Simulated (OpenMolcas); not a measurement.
A calculation on S I.

- Program: OpenMolcas 26.06
- Method: XMS-CASPT2, IPEA 0.25 Eh, imaginary shift 0.1 Eh (closed shells correlated: 2s 2p)
- Basis: ANO-RCC-VTZP [5s4p2d1f]
- Scalar Hamiltonian: DKH2, point nucleus
- Active space: 6 electrons in 4 orbitals (3s 3p)
- State averaging: 2S+1 = 3 even, 3 roots; 2S+1 = 1 even, 6 roots; 2S+1 = 3 odd, 3 roots (0 in the spin-orbit step)
- Spin-orbit coupling: RASSI with atomic mean-field integrals over the reference wave functions, term energies averaged over their components

(1) Which level of the active space comes out lowest?

(2) How high does 3s² 3p⁴ ¹D₂ lie?

(3) How high does 3s² 3p⁴ ³P₀ lie?

(4) How high does 3s² 3p⁴ ¹S₀ lie?

Measured values: NIST Handbook of Basic Atomic Spectroscopic Data.

## Answers

(1) 3s² 3p⁴ ³P₂, with 100 % of that term; it is also the measured ground level.

(2) 9850 cm⁻¹ above the lowest level; measured 9239 cm⁻¹ above the ground level, so the calculation is off by +7 %.

(3) 538 cm⁻¹ above the lowest level; measured 574 cm⁻¹ above the ground level, so the calculation is off by -6 %.

(4) 23350 cm⁻¹ above the lowest level; measured 22180 cm⁻¹ above the ground level, so the calculation is off by +5 %.

CASPT2 breaks the degeneracy within a term, and the mean is taken; among the terms shown or strongly mixed into the levels shown the widest spread is 580 cm-1 (3s² 3p⁴ ¹D). No level of 3s 3p⁵ was computed, though it lies in the active space. Computed and measured levels are paired by configuration, term and J; levels that our copy of the source lacks, or whose pairing is in doubt (as where it misses far off the trend of its configuration), stay unpaired and out of the deviations. Levels of configurations outside the active space are missing.
